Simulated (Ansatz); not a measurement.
These are Ansatz (an electronic-structure program) with frozen-core CCSD(T)/cc-pVQZ // CAM-B3LYP-D3(BJ)/def2-TZVP values and carry that method's errors. The restricted HF reference is unstable towards unrestricted orbitals.

Ansatz 0.2 input:
```yaml
crystal:
  periodic: [false, false, false]
  atoms:
    - { symbol: C, position_ang: [2.069241, -0.412747, -0.128537] }
    - { symbol: C, position_ang: [0.959954, 0.005772, 0.033014] }
    - { symbol: C, position_ang: [-0.347553, 0.530658, 0.238344] }
    - { symbol: C, position_ang: [-1.463135, -0.104561, -0.095408] }
    - { symbol: H, position_ang: [3.051494, -0.790666, -0.274931] }
    - { symbol: H, position_ang: [-0.39952, 1.511567, 0.697671] }
    - { symbol: H, position_ang: [-1.440222, -1.083353, -0.554702] }
    - { symbol: H, position_ang: [-2.430258, 0.343328, 0.084549] }
basis:
  gaussian: { orbitals: cc-pVQZ }
correlation:
  method: ccsd_t
```

Output:

```
Functional definition: HF
1985 factors; integrals over basis functions are off by at most 9.1e-4 eV
mean field evaluation 1: about -4181.8583 eV, gradient 3.0e1 eV
mean field evaluation 2: about -4181.8607 eV, gradient 3.0e1 eV
mean field evaluation 4: about -4184.3941 eV, gradient 3.2e0 eV
mean field evaluation 8: about -4184.4253 eV, gradient 2.3e-4 eV
mean field evaluation 16: about -4184.4234 eV, gradient 2.0e-1 eV
mean field -4184.42532874 eV, -153.7747945257 hartree, gradient 2.5e-6 eV, S^2 0.000000; 0 other end points of the search recorded, 0 dependent functions left out; unrestricted orbitals would lower it
4 core orbitals not correlated
reference -4184.42532874 eV, -153.7747945257 hartree; 10, 10 occupied and 326, 326 virtual orbitals, 1985 factors
second order -17.97376932 eV of doubles, -0.00000000 eV of singles
cycle   1  -17.79201455 eV  change    1.8e-1 eV  update   9.9e-2
cycle   2  -18.29904961 eV  change   -5.1e-1 eV  update   3.2e-2
cycle   3  -18.41010982 eV  change   -1.1e-1 eV  update   1.5e-2
cycle   4  -18.40930020 eV  change    8.1e-4 eV  update   4.3e-3
cycle   5  -18.41128198 eV  change   -2.0e-3 eV  update   1.8e-3
cycle   6  -18.41218414 eV  change   -9.0e-4 eV  update   4.4e-4
cycle   7  -18.41209965 eV  change    8.4e-5 eV  update   2.1e-4
cycle   8  -18.41207841 eV  change    2.1e-5 eV  update   7.9e-5
cycle   9  -18.41210141 eV  change   -2.3e-5 eV  update   3.6e-5
cycle  10  -18.41207885 eV  change    2.3e-5 eV  update   1.1e-5
perturbative correction -0.97027026 eV, -0.0356567744 hartree
Total energy: -4203.80767785 eV, -154.4870827178 hartree
```

Cost: about 50 core-minutes (a rough figure).
